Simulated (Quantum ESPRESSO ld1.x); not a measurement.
Pt V, configuration [Xe] 4f14 5d4 6s2 (not the ground configuration).

All-electron calculation, scalar-relativistic Kohn-Sham, LDA (Slater exchange, VWN5 correlation), spin-polarised, spherical densities, point nucleus; open shells are filled with parallel spins first. Program: ld1.x of Quantum ESPRESSO 7.5.

Energy parts (Ry):
| part | energy |
|---|---|
| total | -36797.248 |
| kinetic | 41041.552 |
| electron-nucleus | -91146.511 |
| Hartree | 13991.328 |
| exchange-correlation | -683.617 |

Orbitals (lengths in bohr, moments of r in powers of bohr; <r^-3> diverges for s and p1/2; r(90%) holds 90 % of the orbital's charge):
orbital  occ.  eigenvalue (Ry)  <r^-3>  r(90%)       <r^4>      <r^2>
1s up       1         -5764.97       -  0.0313   4.523e-07  0.0004064
1s down     1         -5764.97       -  0.0313   4.523e-07  0.0004064
2s up       1         -1016.58       -   0.112  0.00006665   0.006206
2s down     1         -1016.55       -   0.112  0.00006665   0.006206
2p up       3         -881.869   24220   0.106  0.00005370   0.005204
2p down     3         -881.848   24220   0.106  0.00005369   0.005204
3s up       1         -242.175       -   0.275    0.002420    0.04009
3s down     1         -242.162       -   0.275    0.002420    0.04009
3p up       3         -202.958    5512   0.282    0.002646    0.04110
3p down     3         -202.944    5512   0.281    0.002646    0.04110
3d up       5         -160.392   690.1   0.264    0.002033    0.03403
3d down     5         -160.372   690.0   0.264    0.002033    0.03403
4s up       1         -55.4931       -   0.596     0.05479     0.1946
4s down     1         -55.4663       -   0.596     0.05476     0.1946
4p up       3         -42.6278    1321   0.642     0.07328     0.2223
4p down     3         -42.6008    1321   0.642     0.07316     0.2222
4d up       5         -27.0114   143.8   0.700      0.1025     0.2537
4d down     5         -26.9792   143.9   0.699      0.1020     0.2533
5s up       1         -11.9260       -    1.34       1.412     0.9914
5s down     1         -11.7489       -    1.34       1.391     0.9833
4f up       7         -9.64118   27.21   0.831      0.2147     0.3224
4f down     7         -9.59503   27.34   0.826      0.2087     0.3191
5p up       3         -8.46784   231.1    1.54       2.461      1.293
5p down     3         -8.25924   234.8    1.54       2.445      1.286
5d up       4         -4.44420   16.96    2.04       7.372      2.166
5d down     0         -4.22233   16.89    2.07       7.798      2.209
6s up       1         -3.52049       -    2.99       34.83      4.988
6s down     1         -3.39780       -    3.05       37.72      5.186
6p up       0         -2.66007   43.59    3.52       66.95      6.902
6p down     0         -2.58224   40.24    3.60       72.79      7.201
7s up       0         -1.56816       -    5.67       459.3      18.41
7s down     0         -1.54174       -    5.75       485.7      18.92

The highest occupied level is 6s down at -46.229 eV. The configuration is held as typed, so some empty levels lie below it. Spin moment in Bohr magnetons: 4.
